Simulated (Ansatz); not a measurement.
Geometry optimisation, UKS BHLYP/def2-mTZVP in Ansatz 0.2.0.

Input:

```yaml
crystal:
  periodic: [false, false, false]
  atoms:
    - { symbol: H, position_ang: [-0.589, -0.571, -0.3959] }
    - { symbol: S, position_ang: [-1.2152, -1.703, -1.6353] }
    - { symbol: Ge, position_ang: [0.273, 0.7323, 0.8334] }
    - { symbol: H, position_ang: [-0.0341, -1.6779, -2.2433] }
    - { symbol: H, position_ang: [-0.0648, 2.1469, 0.4422] }
    - { symbol: H, position_ang: [-0.1363, 0.517, 2.2658] }
    - { symbol: H, position_ang: [1.7665, 0.5557, 0.7331] }
magnetization:
  spin_polarized: true
  initial_magnetization: 1
basis:
  gaussian: { orbitals: def2-mTZVP }
hamiltonian:
  xc: { name: BHLYP }
relax:
  f_tol: 0.15
  max_steps: 25
  restrain:
    - { distance: [0, 2], at: 2.81, k: 30.0 }
    - { distance: [1, 0], at: 1.36, k: 30.0 }
output:
  orbitals: {}
```

Run as:

```bash
$ ansatz run input.yaml --threads 2 --pin off --max-ram 3072MiB --backend cpu --events-out ev --progress --plain --runs-dir out
```

Problem. Where does it end, and by what steps?

Solution. The run converged. The restraints hold the end off the free minimum. After 5 steps the energy has fallen by 0.630 eV (the restraints' own energy left out); H1 moved furthest, 0.56 Å. Joined: H1–S2.

```tsv
step	energy less start (eV)	largest force component (eV/Å)	accepted
0	0.0000	1.054	yes
1	-0.2420	1.663	yes
2	-0.4513	1.019	yes
3	-0.6161	0.216	yes
4	-0.6222	0.217	yes
5	-0.6299	0.158	yes
```

```xyz
7
Properties=species:S:1:pos:R:3
H -0.781 -0.917 -0.792
S -1.257 -1.796 -1.706
Ge 0.369 0.910 1.012
H -0.103 -1.824 -2.388
H -0.013 2.328 0.574
H -0.089 0.630 2.446
H 1.874 0.669 0.853
```

Whether the end is a true minimum wasn't checked by a vibrational analysis.

The run took 5 s on 2 threads of AMD EPYC 9R45 96-Core Processor (Zen 5), with other jobs on the host, peak memory 0.21 GiB.
